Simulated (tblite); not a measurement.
Species: C5H7F3N (doublet state).
SMILES with atom numbers: `[NH2:1][CH2:2][C:3]([F:4])([F:5])/[CH:6]=[CH:7]\[CH:8][F:9]` (hydrogens: H10, H11 on N1; H12, H13 on C2; H14 on C6; H15 on C7; H16 on C8)

The geometry is computed with GFN2-xTB (gas phase). This method treats the open shell by occupation alone, without spin polarisation.

Problem. What internal coordinates does the optimisation give?

Solution. 
```tsv
bond	length (Å)
N1–C2	1.442
C2–C3	1.540
C3–F4, C3–F5	1.380
C3–C6	1.491
C6=C7	1.378
C7–C8	1.369
C8–F9	1.333
N1–H10, N1–H11	1.014
C2–H12, C2–H13	1.093
C6–H14	1.076
C7–H15	1.082
C8–H16	1.078
```

Bonds in one row agree within 0.01 Å and their mean is given. A selection of angles:
```tsv
angle	degrees
N1–C2–C3	114.2
C2–C3–F4	108.3
C2–C3–F5	109.2
C2–C3–C6	114.2
F4–C3–F5	103.4
F4–C3–C6	110.6
C3–C6–C7	123.1
C6–C7–C8	124.9
C7–C8–F9	119.7
H10–N1–C2	111.5
H11–N1–C2	110.4
```

Torsions: N1–C2–C3–F4 59° (synclinal); C2–C3–C6–C7 179° (antiperiplanar); C3–C6–C7–C8 -1° (synperiplanar); C6–C7–C8–F9 180° (antiperiplanar). The mirror-image conformer, all signs reversed, is as good.

C7 (carbon bonded to 2 C and H) is planar (angles 124.9°, 118.0° and 117.0°, sum 360.0°, 0.00 Å off the plane of its three neighbours). N1 (nitrogen bonded to C and 2 H) is pyramidal (angles 111.5°, 110.4° and 108.0°, sum 329.9°, 0.37 Å off the plane of its three neighbours). The C–F distances run from 1.333 Å (C8–F9, drawn single) to 1.381 Å (C3–F4, drawn single), a spread of 0.048 Å. The C–C distances run from 1.369 Å (C7–C8, drawn single in one of several resonance forms) to 1.540 Å (C2–C3, drawn single), a spread of 0.171 Å. C6 (carbon bonded to 2 C and H) is planar (angles 123.1°, 120.0° and 116.8°, sum 360.0°, 0.01 Å off the plane of its three neighbours). Of the pairs four or more bonds apart, F4···C8 is among the closest relative to their van der Waals radii: 2.99 Å, 94 % of the sum of Bondi's values. C8 (carbon bonded to C, F and H) is planar (angles 127.0°, 119.7° and 113.2°, sum 360.0°, 0.00 Å off the plane of its three neighbours).

Point group: C1 (no symmetry element, even within 0.4 Å). Its GFN2-xTB frequencies are all real (lowest 42 cm⁻¹). Torsions: H–N1–C2–C3 60° and -61°, N1–C2–C3–F4 59°, C2–C3–C6–C7 179°, C6–C7–C8–F9 180°.
